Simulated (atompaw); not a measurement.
## u(r) = r·R(r): atom against pseudo-atom (lead)

Columns: radius, all-electron u(r) and pseudo u(r) of the 6p shell (level -17.15 eV) of lead in the configuration [Xe] 4f14 5d10 6s2 6p0; PBEsol, scalar-relativistic, PAW (atompaw) scheme, atompaw 4.2.0.5.

| r (bohr) | all-electron | pseudo |
| --- | --- | --- |
| 0.102 | -0.1153 | 0.0043 |
| 0.204 | 0.0159 | 0.0169 |
| 0.306 | 0.2049 | 0.0376 |
| 0.408 | 0.1209 | 0.0656 |
| 0.510 | -0.0731 | 0.1002 |
| 0.612 | -0.2362 | 0.1404 |
| 0.713 | -0.3184 | 0.1845 |
| 0.815 | -0.3225 | 0.2323 |
| 0.917 | -0.2672 | 0.2820 |
| 1.019 | -0.1745 | 0.3324 |
| 1.121 | -0.0629 | 0.3824 |
| 1.223 | 0.0541 | 0.4308 |
| 1.325 | 0.1680 | 0.4767 |
| 1.427 | 0.2734 | 0.5192 |
| 1.529 | 0.3673 | 0.5578 |
| 1.631 | 0.4485 | 0.5919 |
| 1.733 | 0.5167 | 0.6212 |
| 1.835 | 0.5723 | 0.6457 |
| 1.937 | 0.6161 | 0.6652 |
| 2.038 | 0.6487 | 0.6798 |
| 2.140 | 0.6719 | 0.6899 |
| 2.242 | 0.6863 | 0.6956 |
| 2.344 | 0.6931 | 0.6970 |
| 2.446 | 0.6931 | 0.6943 |
| 2.548 | 0.6875 | 0.6877 |
| 2.650 | 0.6772 | 0.6772 |

(1) How many radial nodes do the two functions have?

(2) Where does each function peak?

(3) Is the pseudo-wave norm-conserving?

Results:

(1) The all-electron 6p function has n − l − 1 = 4 (the table is too coarse to show those close to the nucleus); the pseudo-wave has 0, since the states of the same l below it are removed with the core.

(2) Outermost all-electron maximum near 2.34 bohr, pseudo maximum near 2.34 bohr (to the table’s step).

(3) No, it belongs to a PAW set: the norm inside the radius is not constrained, and the difference is carried by the augmentation charge.
